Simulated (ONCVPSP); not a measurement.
# How hard is this molybdenum (Mo) ONCV potential?

```json
{
 "Element": "Mo (Z = 42)",
 "Generator": "ONCVPSP 4.0.1",
 "Type": "optimised norm-conserving Vanderbilt (ONCV)",
 "Functional": "PBE",
 "Relativity": "fully relativistic",
 "Frozen core": "[Ar] 3d10",
 "Valence charge": "14",
 "Reference configuration": "4s2 4p6 4d5 5s1",
 "Partial waves": "4s+5s: rc 1.95 bohr, ncon 3, nbas 6, qcut 7.6 1/bohr, 2 projectors; 4p: rc 1.50 bohr, ncon 4, nbas 7, qcut 11.1 1/bohr, 3 projectors, debl 3.7 Ha; 4d: rc 1.50 bohr, ncon 5, nbas 8, qcut 6.1 1/bohr, local",
 "Local potential": "the d channel",
 "Core correction": "Teter function, fcfact 5.25, rcfact 1.5"
}
```

Open shells are filled in proportion to 2j + 1.

Problem. For each optimised wave give the share of its norm inside rc, the residual kinetic energy above qcut (Ha) and the cutoffs (Ha) for errors of 10, 1, 0.1 and 0.01 mHa per electron.

Solution.

```
               wave  norm inside rc  residual KE  10 mHa  1 mHa  0.1 mHa  0.01 mHa
                 4s           0.972      1.1e-07    10.8   15.7     19.0      21.9
                 5s           0.072      1.3e-08     4.3   14.0     18.5      22.1
           4p j=3/2           0.749      6.4e-08    24.0   33.5     41.2      47.7
p projector 2 j=3/2           0.076      3.2e-08    22.2   33.3     41.7      48.5
p projector 3 j=3/2           0.088      1.2e-07    27.6   37.9     45.2      50.9
           4p j=1/2           0.772      6.7e-08    23.9   33.7     41.4      47.9
p projector 2 j=1/2           0.078      4.0e-08    22.1   33.7     42.2      49.1
p projector 3 j=1/2           0.092      1.1e-07    28.1   38.7     46.2      52.1
           4d j=5/2           0.360      1.9e-03    14.6   20.3     69.8      91.9
           4d j=3/2           0.371      2.1e-03    14.8   20.6     71.9      92.5
```

The occupied waves need 34 Ha and 72 Ha for 1 and 0.1 mHa.
